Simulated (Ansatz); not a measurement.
Ge(vinyl)3(NHtBu) (C10H19GeN). Total charge 0; singlet. Geometry PBE-D4/def2-SVP, basis def2-TZVP, Ansatz.

```xyz
31

Ge   -0.9584   -0.7282    0.2755
C    -0.9630   -2.6819    0.1555
C    -1.0729   -3.5128    1.2092
H    -0.8980   -3.1131   -0.8623
H    -1.1494   -3.1338    2.2440
H    -1.0875   -4.6106    1.0889
C    -0.8096   -0.1799    2.1581
C     0.1256   -0.6520    3.0057
H    -1.5454    0.5552    2.5358
H     0.8864   -1.3859    2.6852
H     0.1847   -0.3254    4.0590
C    -2.6126   -0.0008   -0.4759
C    -2.6864    0.4507   -1.7415
H    -3.5214   -0.0038    0.1551
H    -1.7926    0.4513   -2.3907
H    -3.6253    0.8323   -2.1802
N     0.4363   -0.2276   -0.8520
C     1.2352    1.0087   -0.7775
C     2.4043    0.8603    0.2213
C     1.7967    1.2870   -2.1868
C     0.3396    2.1810   -0.3468
H     1.0355   -1.0324   -1.0676
H     3.0361    1.7727    0.2539
H     2.0216    0.6676    1.2432
H     3.0573    0.0097   -0.0673
H     2.4231    0.4383   -2.5333
H     2.4280    2.1994   -2.2005
H     0.9693    1.4164   -2.9128
H    -0.0556    2.0306    0.6791
H    -0.5207    2.3017   -1.0332
H     0.9190    3.1254   -0.3413
```

| run | HOMO (eV) | LUMO (eV) |
| --- | --- | --- |
| A | -6.34 | -0.68 |
| B | -5.03 | -1.63 |
| C | -7.60 | 0.38 |
| D | -5.28 | -1.46 |
| E | -4.96 | -1.52 |

Problem. The runs used BHLYP, PBE, PBE0, r2SCAN, revPBE. Estimate which is which.

Solution. A PBE0 (25 % exact exchange); B PBE (0 % exact exchange); C BHLYP (50 % exact exchange); D r2SCAN (0 % exact exchange); E revPBE (0 % exact exchange). Exact exchange lowers occupied and raises empty levels; among semilocal functionals meta-GGAs tend to open the gap a little, and such runs are hard to tell apart. The gap grows from 3.40 eV (PBE) to 7.98 eV (BHLYP).
